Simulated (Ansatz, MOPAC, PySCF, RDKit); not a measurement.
Constitutional and geometric isomers with formula H5B2N. Isolated molecules, 0 K electronic values unless said otherwise. One relaxed conformer stands for each flexible species; it need not be the lowest. Strings in code marks are SMILES.

Quantity: electronic energy of isomers of H5B2N relative to `BNB`, in kJ/mol. Semi-empirical values (MOPAC) are differences of heats of formation. Force-field values (RDKit) are differences of steric energies, which aren't made for comparing isomers with other bonds.

Level 1: frozen-core CCSD(T)/cc-pVQZ // PBE0-D3(BJ)/def2-TZVP (Ansatz, a program for electronic structure)
Level 2: PBE-D3(BJ)/def2-TZVP // PBE0-D3(BJ)/def2-TZVP (PySCF)
Level 3: PM3 // PBE0-D3(BJ)/def2-TZVP (MOPAC)
Level 4: UFF, relaxed from the DFT geometry (RDKit)

```
species  level 1  level 2  level 3  level 4
-------  -------  -------  -------  -------
`BBN`      129.8    116.1     63.3    -5.45
```
